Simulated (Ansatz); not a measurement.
Gas-phase electronic energies from Ansatz, PBE0-D4/def2-TZVP geometries. CCSD(T)/CBS is the MP2 limit (def2-TZVPP, def2-QZVPP) plus CCSD(T) − MP2 in def2-TZVPP, frozen cores. Functionals use def2-TZVPP. B3LYP here is the variant with VWN-RPA as its local correlation; programs differ in this. One conformer a species, not always the lowest.

`CC(C)CCCl` + `S[SiH2]BCl` → `CS[SiH2]BCl` + `CCCCCl`  (substitution at a C–C bond)

(1) Is it downhill or uphill in electronic energy at CCSD(T)/CBS, and by how much? (Estimate.)

(2) What do these levels give: PBE-D4, r2SCAN-D4, PBE0-D4, B3LYP-D4, PBE, r2SCAN, SCS-MP2/def2-TZVPP, CCSD/def2-TZVPP, HF/def2-QZVPP, MP2/def2-QZVPP, SCS-MP2/def2-QZVPP, MP2/CBS(def2)? (Best estimate.)

Largest T1 diagnostic among the species: 0.013.

Answers

(1) The calculation gave: Uphill: ΔE = +18.7 kJ/mol.

(2) The calculation gave: PBE-D4 14.2, r2SCAN-D4 17.3, PBE0-D4 15.4, B3LYP-D4 14.4, PBE 12.7, r2SCAN 16.8, SCS-MP2/def2-TZVPP 20.1, CCSD/def2-TZVPP 21.6, HF/def2-QZVPP 13.5, MP2/def2-QZVPP 20.2, SCS-MP2/def2-QZVPP 18.2, MP2/CBS(def2) 19.1 kJ/mol.

In def2-TZVPP, CCSD(T) changes the Hartree–Fock value by +7.9 kJ/mol (the triples alone add +0.2 kJ/mol) and MP2 by +8.3 kJ/mol.
